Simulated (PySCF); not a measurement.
**Where the electron goes**

C7H12.
Numbering: `[CH2:1]=[CH:2]/[CH:3]=[CH:4]/[CH2:5][CH2:6][CH3:7]` (hydrogens: H8, H9 on C1; H10 on C2; H11 on C3; H12 on C4; H13, H14 on C5; H15, H16 on C6; H17, H18, H19 on C7)

Cartesian coordinates in Å at the GFN2-xTB level; atoms count from 1:
```
atom  x, y, z in Å
C1     3.1988    1.6057    0.3106
C2     2.3147    0.9939   -0.4709
C3     1.3033    0.0857    0.0185
C4     0.4136   -0.5253   -0.7623
C5    -0.6460   -1.4600   -0.2824
C6    -2.0480   -0.9613   -0.6525
C7    -2.3845    0.3469    0.0517
H8     3.9403    2.2802   -0.0819
H9     3.2097    1.4495    1.3771
H10    2.3235    1.1661   -1.5399
H11    1.2945   -0.0881    1.0872
H12    0.4244   -0.3446   -1.8305
H13   -0.5751   -1.5805    0.8005
H14   -0.4905   -2.4401   -0.7451
H15   -2.7820   -1.7225   -0.3789
H16   -2.1044   -0.8175   -1.7338
H17   -3.3728    0.6951   -0.2395
H18   -1.6569    1.1136   -0.2046
H19   -2.3723    0.2125    1.1310
```

Method used: TDDFT B3LYP/def2-SVPD, vertical, gas phase, core orbitals frozen in the response (PySCF).

Frontier orbitals with the atoms that hold most of them (Löwdin shares over 4%, at most four atoms; ? is withheld):

| orbital | ε (eV) | atoms |
| --- | --- | --- |
| LUMO+2 | 0.88 | H11 16%, H12 15%, H10 11%, H13 10% |
| LUMO+1 | 0.66 | C7 15%, C6 14%, C5 9%, H15 8% |
| LUMO | ? | ? |
| HOMO | -6.29 | ? |
| HOMO-1 | -8.78 | C2 27%, C3 21%, C1 16%, C4 8% |
| HOMO-2 | -9.05 | C6 18%, C5 12%, C4 12%, H15 12% |
| HOMO-3 | -9.23 | C6 25%, C5 17%, H16 15%, C7 14% |

(1) Give the leading atoms of the LUMO.

(2) Give the leading atoms of the HOMO.

(3) What is the LUMO energy, and the HOMO–LUMO gap?

Answers

(1) C1 (bonded to C and 2 H) 25%; C4 (bonded to 2 C and H) 23%; C2 (bonded to 2 C and H) 17%; C3 (bonded to 2 C and H) 14%.

(2) C1 (bonded to C and 2 H) 24%; C4 (bonded to 2 C and H) 23%; C3 (bonded to 2 C and H) 19%; C2 (bonded to 2 C and H) 16%.

(3) ε(LUMO) = -0.84 eV; the gap is 5.45 eV (0.2004 hartree).

**Question.** The HOMO–LUMO gap is 5.45 eV. Where does the response calculation put the lowest singlet, and from which orbitals?

**Answer.** S1 is at 5.60 eV (f = 0.815), 0.15 eV above the gap, made of HOMO→LUMO (96%). Without the coupling terms of the response equations the lowest excitation would equal the gap.

**Question.** Give energy, strength and leading configuration of S1, S2 and S7, and follow the Löwdin shares of the leading atoms from the occupied to the empty orbital.

**Answer.** 
- S1 (5.60 eV, f 0.815), HOMO→LUMO (96%): C1 24% → 25%, C4 23% → 23%
- S2 (6.20 eV, f 0.0055), HOMO→LUMO+1 (72%): C1 24% → at most 8%, C4 23% → at most 8%, C7 at most 17% → 15%, C6 at most 17% → 14%
- S7 (7.10 eV, f 0.0028), HOMO-2→LUMO (86%): C6 18% → at most 14%, C5 12% → at most 14%, C1 at most 12% → 25%, C4 12% → 23%

Löwdin shares depend on the basis, the more so with diffuse functions.

One conformer stands for the species.
